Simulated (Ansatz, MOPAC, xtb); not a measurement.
# A ladder of methods for GaBr (SMILES [Ga][Br])

GaBr, singlet, SMILES `[Ga][Br]`. Each level relaxes the structure for itself.

Each level gives the harmonic wavenumber (cm⁻¹). The values are calculated.

```json
{"level": "PM3", "kind": "semi-empirical", "program": "MOPAC", "value (cm⁻¹)": "288"}
{"level": "PM6-DH+", "kind": "semi-empirical", "program": "MOPAC", "value (cm⁻¹)": "288"}
{"level": "GFN1-xTB", "kind": "semi-empirical", "program": "xtb", "value (cm⁻¹)": "278"}
{"level": "GFN2-xTB", "kind": "semi-empirical", "program": "xtb", "value (cm⁻¹)": "246"}
{"level": "HF/STO-3G", "kind": "Hartree–Fock", "program": "Ansatz", "value (cm⁻¹)": "369"}
{"level": "HF/3-21G", "kind": "Hartree–Fock", "program": "Ansatz", "value (cm⁻¹)": "265"}
{"level": "HF/6-31G* (Cartesian functions)", "kind": "Hartree–Fock", "program": "Ansatz", "value (cm⁻¹)": "255"}
{"level": "PBE/def2-SVP", "kind": "GGA", "program": "Ansatz", "value (cm⁻¹)": "263"}
{"level": "PBE-D3(BJ)/def2-TZVP", "kind": "GGA", "program": "Ansatz", "value (cm⁻¹)": "255"}
{"level": "PBE0-D4/def2-TZVP", "kind": "global hybrid", "program": "Ansatz", "value (cm⁻¹)": "264"}
```

All-electron rows without a relativistic Hamiltonian named are non-relativistic. Harmonic and unscaled. The values span 246 to 369 cm⁻¹. Without the sets that lack polarisation functions the rows with a basis span only 255 to 264 cm⁻¹.
